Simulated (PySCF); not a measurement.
Polarisability and C₆ of Nd⁵⁸⁺ (neodymium, charge +58)

1s2, closed-shell 1S. Calculation: PySCF 2.14, in an even-tempered Gaussian basis (17 s from 140 bohr⁻², ratio 2.2; 7 p from 210 bohr⁻², ratio 2.4; 4 d from 640 bohr⁻², ratio 2.4; 3 f from 960 bohr⁻², ratio 2.4; 3 g from 1400 bohr⁻², ratio 2.4); scalar relativity by spin-free X2C-1e. Coupled (time-dependent) response in atomic units; α is the mean over directions.

```csv
method,mean α (bohr³),C₆ (like pair),S(−4)
UHF,5.762e-07,3.980e-10,2.425e-13
PBE0,5.778e-07,3.994e-10,2.441e-13
```

S(−4) is the Cauchy moment in α(ω) = α(0) + S(−4) ω² + …

α(iu) at UHF:

```
u (hartree)  α(iu) (bohr³)
          0      5.762e-07
        200      5.667e-07
        400      5.401e-07
        800      4.560e-07
       1200      3.643e-07
       1600      2.863e-07
       2000      2.258e-07
       3000      1.322e-07
       4000      8.459e-08
       6000      4.215e-08
      10000      1.634e-08
```

A single London oscillator, α(iu) = α/(1 + u²/ω²), gives C₆ = (3/4) ω α². Matching the computed C₆ needs ω = 4 × 3.980e-10 / (3 × 5.762e-07²) = 1600 hartree.

For an ion, C₆ is the dispersion term alone; charge-induced terms of lower order in 1/R come first.
